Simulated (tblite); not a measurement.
C5H11ClO3Si.
SMILES with atom numbers: `[CH3:1][O:2][C@@H:3]([CH3:4])[Si@H:5]([Cl:6])[O:7][C:8]([CH3:9])=[O:10]` (hydrogens: H11, H12, H13 on C1; H14 on C3; H15, H16, H17 on C4; H18 on Si5; H19, H20, H21 on C9)

Structure optimised with GFN2-xTB, isolated species.

Task: List the bond lengths, angles and torsions at this level.

Result: 
```
                  bond  length (Å)
                 C1–O2       1.404
                 O2–C3       1.426
                 C3–C4       1.528
                C3–Si5       1.920
               Si5–Cl6       1.996
                Si5–O7       1.647
                 O7–C8       1.339
                 C8–C9       1.499
                C8=O10       1.197
C1–H11, C1–H12, C1–H13       1.094
                C3–H14       1.103
C4–H15, C4–H16, C4–H17       1.087
               Si5–H18       1.457
C9–H19, C9–H20, C9–H21       1.087
```

Bonds in one row agree within 0.01 Å and their mean is given. A selection of angles:
```
      angle  degrees
  O2–C1–H11    111.0
  O2–C1–H12    106.4
 H11–C1–H12    109.4
   C1–O2–C3    115.3
   O2–C3–C4    113.2
  O2–C3–Si5    101.6
  O2–C3–H14    108.6
  C4–C3–Si5    114.3
  C4–C3–H14    108.4
 Si5–C3–H14    110.5
  C3–C4–H15    111.1
  C3–C4–H16    109.9
 H15–C4–H16    109.0
 H15–C4–H17    108.4
 C3–Si5–Cl6    110.7
  C3–Si5–O7    109.4
 C3–Si5–H18    113.2
 Cl6–Si5–O7    100.7
Cl6–Si5–H18    111.4
 O7–Si5–H18    110.8
  Si5–O7–C8    127.1
   O7–C8–C9    111.7
  O7–C8–O10    122.4
  C9–C8–O10    125.9
  C8–C9–H19    110.2
  C8–C9–H21    108.4
 H19–C9–H20    110.5
 H20–C9–H21    108.0
```

Torsions: C1–O2–C3–C4 74° (synclinal); O2–C3–Si5–Cl6 79° (synclinal); C3–Si5–O7–C8 -55° (synclinal); Si5–O7–C8–C9 164° (antiperiplanar).

Si5 (chlorine-bound silicon) is distorted tetrahedral (angles from 100.7° to 113.2°). Of the pairs four or more bonds apart, O10···H16 is among the closest relative to their van der Waals radii: 2.42 Å, 89 % of the sum of Bondi's values. O7 (oxygen singly bound to a carbonyl carbon) is bent (angle 127.1°). The 4 C–O bonds span 1.197 Å (C8=O10, drawn double) to 1.426 Å (O2–C3, drawn single), a spread of 0.229 Å. The 2 C–C bonds span 1.499 Å (C8–C9, drawn single) to 1.528 Å (C3–C4, drawn single), a spread of 0.029 Å.

Point group: C1 (no symmetry element, even within 0.4 Å). Its GFN2-xTB frequencies are all real (lowest 27 cm⁻¹). One conformer, not necessarily the lowest.

The run took 2.4 s of wall time on Arm Neoverse V2, one thread, shared host. That covers the optimisation of the geometry.

The numbers are calculated, not measured.
